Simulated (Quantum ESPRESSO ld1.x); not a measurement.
Task: The table gives one normalised radial function P(r) = r R(r) of Ru16+ in [Ar] 3d10 (r in bohr). Calculated with ld1.x of Quantum ESPRESSO 7.5: non-relativistic Kohn-Sham, PBE, spin-unpolarised, spherical densities, point nucleus; relativity is left out, which matters for an element this heavy.

r	P
0.00448	0.1496
0.006473	0.1967
0.009427	0.2479
0.01362	0.2881
0.01984	0.2929
0.02889	0.2220
0.04174	0.0439
0.0608	-0.2351
0.08784	-0.4712
0.1279	-0.4107
0.1849	0.0968
0.2692	0.6949
0.3921	0.5304
0.5665	-0.5187
0.8252	-1.2749
1.192	-0.8428
1.736	-0.1826
2.509	-0.0105

Which n and l does it have? It may be an empty orbital.

Result: n = 4, l = 0: the number of nodes gives n - l - 1 = 3, the rise at small r (about r^(l+1)) gives l, and the extent must fit the shell. The curve is that of 4s. 4s (empty): eigenvalue -382.47 eV, 3 radial nodes at r = 0.0446, 0.175, 0.482 bohr, <r> = 0.886 bohr, 90 % of the charge inside 1.25 bohr.
